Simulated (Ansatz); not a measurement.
Basis sets compared for Au(PF3)H (PHAuF₃). Total charge 0; singlet. Geometry PBE-D4/def2-SVP. Ansatz on 4 threads of Intel Xeon on a shared host; times are rough, and most runs start from earlier orbitals.

Cartesian coordinates in Å:
```
Au 0.914 0.636 1.209
P -0.363 -0.258 -0.482
F -0.700 -1.820 -0.444
F 0.180 -0.148 -1.981
F -1.838 0.319 -0.697
H 1.808 1.271 2.396
```

In the def2 sets Au takes a core potential; there is no spin–orbit coupling.

Binding counts from free atoms (Au doublet, P quartet, F doublet, H doublet) in the same basis, without a counterpoise term.

```csv
level,functions,energy (Eh),HOMO (eV),LUMO (eV),binding per atom (eV),wall time
PBE-D4/def2-SVP,97,-776.5887,-6.76,-2.32,3.37,3.9 s
PBE-D4/def2-TZVP,176,-777.1209,-6.82,-2.53,3.47,3.6 s
r2SCAN-D4/def2-TZVP,176,-777.4245,-7.05,-2.33,3.38,7 s
PBE0-D4/def2-SVP,97,-776.5569,-7.82,-1.63,3.13,5.5 s
PBE0-D4/def2-TZVP (with forces),176,-777.0884,-7.84,-1.76,3.27,9 s
```

Problem. Estimate the rows for PBE-D4/def2-TZVPD, r2SCAN-D4/def2-TZVPD, PBE0-D4/def2-TZVPD.

Solution. 
| level | functions | energy (Eh) | HOMO (eV) | LUMO (eV) | binding per atom (eV) | wall time |
| --- | --- | --- | --- | --- | --- | --- |
| PBE-D4/def2-TZVPD | 215 | -777.1244 | -6.84 | -2.64 | 3.47 | 8 s |
| r2SCAN-D4/def2-TZVPD | 215 | -777.4274 | -7.06 | -2.44 | 3.38 | 9.6 s |
| PBE0-D4/def2-TZVPD | 215 | -777.0914 | -7.86 | -1.85 | 3.27 | 10 s |
